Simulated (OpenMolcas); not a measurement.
**Worked example: vertical ionisation energy of SiNH3ClO (SMILES [NH][SiH](O)Cl)**

SiNH3ClO has 7 atoms, charge 0, and is taken as a doublet. SMILES: `[NH][SiH](O)Cl`. The shape is that of a PBE0-D4/def2-TZVP optimisation. This is one conformer, not always the lowest.

```csv
atom,x (Å),y (Å),z (Å)
N,-0.3099,1.1115,-0.8791
Si,-0.0739,-0.1143,0.3304
O,1.4656,-0.6303,0.3048
Cl,-1.3900,-1.5939,-0.2210
H,-1.1515,1.6773,-0.7563
H,-0.3486,0.2802,1.7247
H,1.8696,-0.7984,-0.5492
```

Both states at this one shape; open shells run unrestricted unless said. 1 Eh = 27.2114 eV.

| level | program | doublet SiNH3ClO (Eh) | singlet SiNH3ClO+ (Eh) |
| --- | --- | --- | --- |
| USVWN5/def2-SVP | OpenMolcas | -877.535100 | -877.142537 |
| UBLYP/def2-SVP | OpenMolcas | -881.131576 | -880.748879 |
| U-r2SCAN/def2-SVP | OpenMolcas | -881.060499 | -880.647343 |
| UB3LYP/6-31G* (Cartesian functions) | OpenMolcas | -881.507507 | -881.094162 |

**Question.** Work out the vertical ionisation energy at each level.

**Answer.** 
1. USVWN5/def2-SVP: -877.142537 − (-877.535100) = 0.392563 Eh = 10.68 eV.
2. UBLYP/def2-SVP: -880.748879 − (-881.131576) = 0.382697 Eh = 10.41 eV.
3. U-r2SCAN/def2-SVP: -880.647343 − (-881.060499) = 0.413156 Eh = 11.24 eV.
4. UB3LYP/6-31G* (Cartesian functions): -881.094162 − (-881.507507) = 0.413345 Eh = 11.25 eV.

No measured value is set beside it here; the levels span 10.41 to 11.25 eV.
